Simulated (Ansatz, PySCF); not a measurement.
Stepwise substitution at one centre (Ga OH-NH2). Isolated molecules, 0 K electronic values unless said otherwise. One relaxed conformer stands for each flexible species; it need not be the lowest. Strings in code marks are SMILES.

Quantity: vertical ionisation energy (energy after one electron is removed minus that of the parent at the parent's geometry), in eV.

Level 1: B3LYP/6-31G* // B3LYP-D3(BJ)/def2-TZVP (PySCF)
Level 2: minus the HOMO energy of B3LYP/6-31G* // B3LYP-D3(BJ)/def2-TZVP (PySCF)
Level 3: minus the HOMO energy of SVWN5/6-31G* // B3LYP-D3(BJ)/def2-TZVP (PySCF)
Level 4: HF/cc-pVTZ // B3LYP-D3(BJ)/def2-TZVP (Ansatz, a program for electronic structure)

```tsv
species	level 2	level 3	level 4
`[NH2][Ga]([OH])[OH]`	7.01	5.90	8.75
`[OH][Ga]([OH])[OH]`	8.30	6.99	10.32
```

Q: What does level 1 give for each?

A: 
- `[NH2][Ga]([OH])[OH]`: 9.70
- `[OH][Ga]([OH])[OH]`: 10.95
